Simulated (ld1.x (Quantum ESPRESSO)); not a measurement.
## What one change does to a pseudopotential (rubidium, TM)

```json
{"Element": "rubidium", "Generator": "ld1.x (Quantum ESPRESSO) 7.5", "Type": "norm-conserving Troullier–Martins (Kleinman–Bylander form)", "Functional": "LDA (PZ)", "Relativity": "scalar-relativistic", "Frozen core": "[Ar] 3d10", "Valence charge": "9", "Reference configuration": "4s2 4p6 5s1 5p0", "Partial waves": "4s (bound): rc 2.10 bohr; 4p (bound): rc 1.65 bohr; 4f channel at -0.2 Ry: rc 1.90 bohr; 4d channel at 0.05 Ry: rc 2.30 bohr", "Local potential": "the d channel", "Core correction": "none"}
```

Occupied shells without a wave of their own: 5s. They enter only through the test configuration that unscreens the potential.

All-electron outer shells of the reference configuration (LDA (PZ), scalar-relativistic, ld1.x):

```json
{"shell": "3d", "level (eV)": "-104.21", "outermost node (bohr)": "–", "outermost maximum (bohr)": "0.39"}
{"shell": "4s", "level (eV)": "-31.97", "outermost node (bohr)": "0.62", "outermost maximum (bohr)": "1.25"}
{"shell": "4p", "level (eV)": "-16.03", "outermost node (bohr)": "0.64", "outermost maximum (bohr)": "1.42"}
{"shell": "5s", "level (eV)": "-2.37", "outermost node (bohr)": "1.79", "outermost maximum (bohr)": "4.22"}
{"shell": "5p", "level (eV)": "-0.79", "outermost node (bohr)": "2.20", "outermost maximum (bohr)": "6.14"}
```

Change: local potential the s channel.

Cutoffs: the cutoffs (Ry, on a coarse ladder) from which the occupation-weighted sum of valence levels, in a spherical-Bessel basis at the reference potential, stays within 10 and 1 mRy of its value at 400 Ry; they do not see the model core or the augmentation charge, which bear on the density cutoff. Errors are all-electron minus pseudo energies relative to the spin-unpolarised reference configuration.

Task: How do hardness, ghosts and transferability respond?

Result: The potential gets neither clearly harder nor softer (35 Ry and 70 Ry → 35 Ry and 70 Ry); the miss of the reference levels goes from 0.02 to 0.18 eV; the number of tests that count goes from 7 to 6; of the 6 tests that both files solve, the error grows in 6 and shrinks in 0 by more than 15 % and 0.3 meV (median size 13.7 → 107.9 meV); the range in which the s phases agree narrows (upper end 0.8 → -0.2); the range in which the p phases agree narrows (upper end 2.0 → 0.7); neither file shows a bound ghost at the reference potential, the only one tested.

| quantity | base | changed |
| --- | --- | --- |
| cutoff, loose | 35 Ry | 35 Ry |
| cutoff, tight | 70 Ry | 70 Ry |
| bound ghosts | none | none |
| largest miss of a reference level, eV | 0.02 | 0.18 |
| tests counted (converged, no solver errors) | 7 of 7 | 6 of 7 |
| error for 4s2 4p6 5s0 5p0, meV [ΔE 4.28 eV] | -27 | -304 |
| error for 4s2 4p6 5s0.5 5p0, meV [ΔE 1.66 eV] | -10 | -118 |
| error for 4s2 4p5 5s1 5p0, meV [ΔE 21.24 eV] | +17 | +98 |
| error for 4s1 4p6 5s1 5p0, meV [ΔE 37.84 eV] | -46 | +97 |
| error for 4s2 4p6 5s1 5p0 (spin-polarised), meV [ΔE -0.13 eV] | +0.4 | +1.6 |
| error for 4s2 4p6 5s0.5 5p0 (spin-polarised), meV [ΔE 1.62 eV] | -10 | -118 |
| s: phases at 2.51 bohr within 0.05 rad from the reference energy up to (Ry; the scan ends near 5) | 0.8 | -0.2 |
| p: phases at 2.51 bohr within 0.05 rad from the reference energy up to (Ry; the scan ends near 5) | 2.0 | 0.7 |
| d: phases at 2.51 bohr within 0.05 rad from the reference energy up to (Ry; the scan ends near 5) | 4.6 | 2.9 |
| f: phases at 2.51 bohr within 0.05 rad from the reference energy up to (Ry; the scan ends near 5) | to the end of the scan | 1.7 |

Changed file: Tests not counted: 4s2 4p6 5s0 5p1 (solver errors, printed error -651 eV). The 5s level has no wave, so the channel is fitted at the deeper level alone: the likely source of the large errors.
